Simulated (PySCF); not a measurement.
Gas-phase reaction: 2 borazine + 3 BCl3 → 2 B3N3Cl3H3 + 3 BH + 3 HCl

Computed with PySCF (xtb for GFN2) and rigid-rotor harmonic-oscillator thermochemistry at 1 bar. † marks an energy on the PBE0/def2-TZVP geometry and frequencies; other levels use their own. 6-31G* has spherical d functions here. All species are closed-shell singlets. B3LYP is the form with VWN-RPA correlation.

GFN2-xTB gives ΔH°(298 K) = 1475 kJ.

Problem. What do PBE/def2-TZVP†, PBE0/def2-TZVP, B3LYP/6-31G* give?

Solution. PBE/def2-TZVP†: 1401 kJ; PBE0/def2-TZVP: 1380 kJ; B3LYP/6-31G*: 1379 kJ. For scale, ΔH°(298 K) is 1475 kJ at this level, 1306 kJ at ωB97M-V/def2-TZVP†, and runs from 1148 to 1532 kJ over the 18 levels computed († marks an energy on the PBE0/def2-TZVP geometry).
